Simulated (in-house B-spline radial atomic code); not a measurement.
Successive ionisation energies of platinum; each step leads to the configuration of the next row (after the last: [Ar] 3d10 4s1). NIST's values go from ground level to ground level; the uncertainty of those that are theory runs from under 0.1 % in few-electron ions to several per cent in heavy many-electron ones. Computed with a B-spline radial code for spherical atoms: non-relativistic Hartree-Fock, average of the configuration, point nuclei.

This level leaves out relativity, spin-orbit splitting included, which matters for heavy ions.

| ion | configuration | ionisation energy (eV) | tabulated value (eV) | computed minus tabulated (eV) | highest orbital | largest mean radius (bohr) |
| --- | --- | --- | --- | --- | --- | --- |
| Pt42+ | [Ar] 3d10 4s2 4p6 | 2145.4 | 2171 | -25.6 | 4p | 0.40213 |
| Pt43+ | [Ar] 3d10 4s2 4p5 | 2202.9 | 2228 | -25.1 | 4p | 0.40046 |
| Pt44+ | [Ar] 3d10 4s2 4p4 | ? | ? | ? | ? | ? |
| Pt45+ | [Ar] 3d10 4s2 4p3 | 2319.3 | 2350 | -30.7 | 4p | 0.39717 |
| Pt46+ | [Ar] 3d10 4s2 4p2 | ? | ? | ? | ? | ? |
| Pt47+ | [Ar] 3d10 4s2 4p1 | 2437.4 | 2603 | -165.6 | 4p | 0.39394 |
| Pt48+ | [Ar] 3d10 4s2 | 2578.0 | 2762 | -184.0 | 4s | 0.39235 |

Problem. Fill in the row of Pt44+.

Solution. ionisation energy (eV): 2260.9; tabulated value (eV): 2291; computed minus tabulated (eV): -30.1; highest orbital: 4p; largest mean radius (bohr): 0.39881.

Problem. Fill in the row of Pt46+.

Solution. ionisation energy (eV): 2378.1; tabulated value (eV): 2536; computed minus tabulated (eV): -157.9; highest orbital: 4p; largest mean radius (bohr): 0.39555.
